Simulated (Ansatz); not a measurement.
`CC(C)[O][MgH]` + `CC(C)[O][Ge][Cl]` → `[MgH][Cl]` + `CC(C)[O][Ge][O]C(C)C`  (redistribution)

Program: Ansatz. Geometries: PBE0-D4/def2-TZVP. ΔE: electronic, gas phase. CCSD(T)/CBS adds triple-zeta CCSD(T) − MP2 to the extrapolated MP2 energy (def2 sets, frozen cores). Functionals use def2-TZVPP. B3LYP here is the variant with VWN-RPA as its local correlation; programs differ in this. For Ge, Mg outer-core shells are correlated without core-valence functions, which leaves a few kJ/mol of doubt a bond. Scalar relativity is left out up to krypton. Each species was taken in one conformer, which may not be the lowest.

| level | ΔE (kJ/mol) | difference from CCSD(T)/CBS |
| --- | --- | --- |
| PBE-D4 | -45.0 | 5.4 |
| r2SCAN-D4 | -53.3 | -2.9 |
| PBE0-D4 | -49.9 | 0.5 |
| B3LYP-D4 | -45.6 | 4.8 |
| ωB97X-V | -56.2 | -5.8 |
| ωB97M-V | -52.5 | -2.1 |
| B2PLYP | -50.6 | -0.2 |
| PBE | -44.1 | 6.3 |
| r2SCAN | -52.0 | -1.6 |
| PBE0 | -48.8 | 1.6 |
| B3LYP | -44.9 | 5.5 |
| HF/def2-TZVPP | -60.4 | -10.0 |
| MP2/def2-TZVPP | -57.1 | -6.7 |
| SCS-MP2/def2-TZVPP | -56.7 | -6.3 |
| CCSD/def2-TZVPP | -57.8 | -7.4 |
| CCSD(T)/def2-TZVPP | -57.8 | -7.4 |
| HF/def2-QZVPP | -59.3 | -8.9 |
| MP2/def2-QZVPP | -52.4 | -2.0 |
| SCS-MP2/def2-QZVPP | -52.4 | -2.0 |
| HF/CBS(def2) | -59.1 | -8.7 |
| MP2/CBS(def2) | -49.6 | 0.8 |
| CCSD/CBS(def2) | -50.4 | 0.0 |
| CCSD(T)/CBS | -50.4 | 0 |

Largest T1 diagnostic among the species: 0.014.

From PBE to PBE0 (25 % exact exchange), in def2-TZVPP and without D4, ΔE moves by −4.7 kJ/mol.
